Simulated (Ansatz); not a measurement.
Geometry optimisation, RKS BHLYP-D4/def2-TZVP (Ansatz 0.2.0).

Input:

```yaml
crystal:
  periodic: [false, false, false]
  atoms:
    - { symbol: Ga, position_ang: [-0.884522, -0.450514, 0.192842] }
    - { symbol: H, position_ang: [0.921067, 0.379366, -1.822525] }
    - { symbol: H, position_ang: [-1.122436, -1.872103, -0.379699] }
    - { symbol: H, position_ang: [-1.79703, 0.7915, 0.005925] }
    - { symbol: H, position_ang: [1.135978, 0.303851, -1.167772] }
    - { symbol: S, position_ang: [0.97182, -0.220068, 1.445956] }
    - { symbol: H, position_ang: [0.775222, 1.067968, 1.725174] }
basis:
  gaussian: { orbitals: def2-TZVP }
hamiltonian:
  xc: { name: BHLYP }
  dispersion: d4
relax:
  f_tol: 0.03
  max_steps: 50
output:
  orbitals: {}
```

Command:

```bash
$ ansatz run input.yaml --threads 2 --pin off --max-ram 3072MiB --backend cpu --events-out ev --progress --plain --runs-dir out
```

Problem. Where does it end, and by what steps?

Solution. The forces met the threshold. After 9 steps the energy has fallen by 0.151 eV; H5 moved furthest, 0.48 Å.

| step | energy less start (eV) | largest force component (eV/Å) | accepted |
| --- | --- | --- | --- |
| 0 | 0.0000 | 2.090 | yes |
| 1 | -0.1195 | 0.258 | yes |
| 2 | -0.1344 | 0.350 | yes |
| 3 | -0.0950 | 1.381 | no |
| 4 | -0.1453 | 0.070 | yes |
| 5 | -0.1476 | 0.076 | yes |
| 6 | -0.1496 | 0.036 | yes |
| 7 | -0.1507 | 0.094 | yes |
| 8 | -0.1509 | 0.091 | yes |
| 9 | -0.1514 | 0.016 | yes |

```xyz
7
Properties=species:S:1:pos:R:3
Ga -0.766 -0.407 0.271
H 0.691 0.312 -2.146
H -0.945 -1.805 -0.379
H -1.602 0.866 -0.045
H 1.231 0.305 -1.640
S 0.789 -0.280 1.831
H 0.602 1.010 2.107
```

Run time: 7.2 s on 2 threads of AMD EPYC 9R45 96-Core Processor (Zen 5), on a shared host, peak memory 0.24 GiB.
